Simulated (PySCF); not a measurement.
From one molecule to another.

First species: C2H6F2OSi.
InChI=1S/C2H6F2OSi/c3-1-2(4)6-5/h2,5H,1,6H2/t2-/m0/s1

Second species: C2H10FNSi2.
SMILES: `C[Si@H](CF)[SiH2]N`

Levels: CAM-B3LYP/def2-SVPD for dipole moment, HOMO energy, LUMO energy, HOMO–LUMO gap, static isotropic polarisability and electronic spatial extent ⟨r²⟩ about the centre of nuclear charge; TDDFT CAM-B3LYP/def2-SVPD for lowest singlet excitation; TDA CAM-B3LYP/def2-SVPD for lowest triplet excitation (Tamm–Dancoff); GFN2-xTB for rotational constant A and rotational constant C. Geometries: GFN2-xTB. Each species is one conformer at its optimised geometry, gas phase, non-relativistic unless stated; the electronic structure was computed with PySCF and density fitting.

Dipoles, sizes and rotational constants follow the conformer. The torsions of the flexible species, by atom-mapped SMILES:
- `[OH:1][SiH2:2][C@H:3]([F:4])[CH2:5][F:6]`: O1–Si2–C3–F4 -68°, Si2–C3–C5–F6 30°, H–O1–Si2–C3 54°
- `[CH3:1][Si@H:2]([CH2:3][F:4])[SiH2:5][NH2:6]`: C1–Si2–C3–F4 -72°, C1–Si2–Si5–N6 -68°, H–N6–Si5–Si2 -49°, H–N6–Si5–Si2 173°

Values for the first species:

```
Dipole moment                                                     : 1.65 D
HOMO energy                                                       : -9.84 eV
LUMO energy                                                       : 0.76 eV
HOMO–LUMO gap                                                     : 10.60 eV
Lowest singlet excitation                                         : 7.29 eV
Lowest triplet excitation (Tamm–Dancoff)                          : 6.92 eV
Static isotropic polarisability                                   : 55.5 au
Electronic spatial extent ⟨r²⟩ about the centre of nuclear charge : 799 bohr²
Rotational constant A                                             : 4.371 GHz
Rotational constant C                                             : 1.452 GHz
```

(1) Estimate the same properties for the second species, and the change in each.

Answers

(1) 
```
                                                         property      first      second  second less first
                                                    dipole moment     1.65 D      2.31 D            +0.66 D
                                                      HOMO energy   -9.84 eV    -8.74 eV           +1.10 eV
                                                      LUMO energy    0.76 eV     0.57 eV           -0.19 eV
                                                    HOMO–LUMO gap   10.60 eV     9.31 eV           -1.29 eV
                                        lowest singlet excitation    7.29 eV     5.87 eV           -1.42 eV
                         lowest triplet excitation (Tamm–Dancoff)    6.92 eV     5.49 eV           -1.43 eV
                                  static isotropic polarisability    55.5 au     89.1 au           +33.6 au
electronic spatial extent ⟨r²⟩ about the centre of nuclear charge  799 bohr²  1173 bohr²         +374 bohr²
                                            rotational constant A  4.371 GHz   3.008 GHz         -1.363 GHz
                                            rotational constant C  1.452 GHz   1.055 GHz         -0.397 GHz
```

On the first: S1 lies 3.31 eV below the HOMO–LUMO gap; its leading configuration is HOMO→LUMO, weight 0.86. The 8 singlets span 7.29 to 9.09 eV, and their oscillator strengths add up to 0.20.

On the second: A dipole of 2.31 D is allowed in C1, and pure rotational transitions are dipole-allowed. In atomic units the dipole is 0.91 e·bohr (1 au = 2.5417 D).
